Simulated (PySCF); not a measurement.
PySCF 2.14 calculation with shielding tensors at PBE0/pcSseg-1 (GIAO) and structure optimised with GFN2-xTB; isolated molecule, no relativistic terms, one computed conformer, equivalent nuclei averaged.

Shifts are taken against calculated references (same method and geometry level): ¹H (σref 31.72) and ¹³C (σref 186.93) vs TMS. Shifts are as computed. Against solution values, carbons near 30 ppm lie about +3 ppm off and those near 130 ppm about +5 ppm. Of 1211 compounds with measured shifts, 218 miss one by over three times the rms of a fit or turn the order of signals round; such compounds aren't used in these exercises.

Task: Order these molecules by the shift of their most deshielded carbon-bound hydrogen, lowest δ first.
A. FC(F)(F)O[C@@H]1C=CCO1
B. N#CC1=N[C@@H]1C1CCC1
C. C/N=C\c1ccncc1
D. C[Si@@H](P)C#CC(C)(C)C

Result: D (1.29 ppm, hydrogen on a methyl carbon), B (3.08 ppm, hydrogen on an sp3 CH in a ring), A (6.72 ppm, hydrogen on an sp3 carbon bearing two oxygens), C (9.12 ppm, hydrogen on an aromatic CH next to a ring nitrogen).

Task: Order these molecules by the shift of their most deshielded carbon, lowest δ first.
A. C/N=C\c1ccncc1
B. N#CC1=N[C@@H]1C1CCC1
C. C[Si@@H](P)C#CC(C)(C)C
D. [SiH3]/C=P\C1CCCCC1
E. C#C/C=C/N([SiH3])[SiH2]F

Result: C (128.5 ppm, alkyne carbon), E (148.5 ppm, alkene carbon bearing nitrogen), A (164.7 ppm, C=N carbon), B (179.2 ppm, C=N carbon), D (187.5 ppm, carbon double-bonded to a heavier main-group atom).

Task: How many ¹³C and ¹H signals does each give (equivalence by symmetry and fast rotation, but not about amide C–N or C=N bonds)? `C[Si@@H](P)C#CC(C)(C)C`, `FC(F)(F)O[C@@H]1C=CCO1`, `[SiH3]/C=P\C1CCCCC1`, `C/N=C\c1ccncc1`, `N#CC1=N[C@@H]1C1CCC1`, `C#C/C=C/N([SiH3])[SiH2]F`

Result: C[Si@@H](P)C#CC(C)(C)C: 5 C, 4 H; FC(F)(F)O[C@@H]1C=CCO1: 5 C, 5 H; [SiH3]/C=P\C1CCCCC1: 5 C, 9 H; C/N=C\c1ccncc1: 5 C, 4 H; N#CC1=N[C@@H]1C1CCC1: 7 C, 8 H; C#C/C=C/N([SiH3])[SiH2]F: 4 C, 5 H.
